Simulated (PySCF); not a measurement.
## Radial density of V+ (vanadium, charge +1)

UHF, [Ar] 3d4, high-spin 5D determinant. Calculation: PySCF 2.14, in pcseg-2; the non-relativistic Hamiltonian (point nucleus).

```tsv
r (bohr)	4πr²ρ (e/bohr)	4πr²(ρα − ρβ)
0.00130	0.1642	0.0000
0.00219	0.4463	0.0000
0.00369	1.178	-0.0001
0.00620	2.971	-0.0002
0.0104	6.919	-0.0005
0.0175	14.13	-0.0009
0.0295	23.24	-0.0013
0.0496	27.20	-0.0011
0.0835	22.01	0.0011
0.140	23.43	0.0222
0.236	29.16	0.1979
0.397	13.76	0.9344
0.668	10.62	2.2065
1.12	9.248	2.3769
1.89	2.173	1.2245
3.18	0.2600	0.2443
5.35	0.008479	0.0085
```
